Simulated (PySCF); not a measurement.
RuF3, SMILES [F][Ru]([F])[F] (connectivity only; charge and spin as stated), neutral, multiplicity 4.

Geometry: PBE0-D3(BJ)/def2-TZVP. The spin state was assumed, not searched. The def2 effective core potentials stand for the cores of Ru; spin–orbit coupling is left out.

Calculation: PySCF with PBE/def2-TZVPD.

The total energy is -394.34497 hartree, the point group is C2v and the α spin, highest occupied and lowest empty level comes out as -6.91 and -5.21 eV. The β spin, highest occupied and lowest empty level is -6.38 and -5.81 eV, the dipole moment is 2.05 D and the quadrupole, principal values (traceless, Buckingham form, about the centre of nuclear charge) comes out as -7.33, 2.54, 4.79 D·Å. The mean static polarisability comes out as 40.9 bohr³ (6.06 Å³) and the polarisability, principal values comes out as 34.6, 38.9, 49.1 bohr³. The ⟨S²⟩ is 3.756 (pure state 3.75).
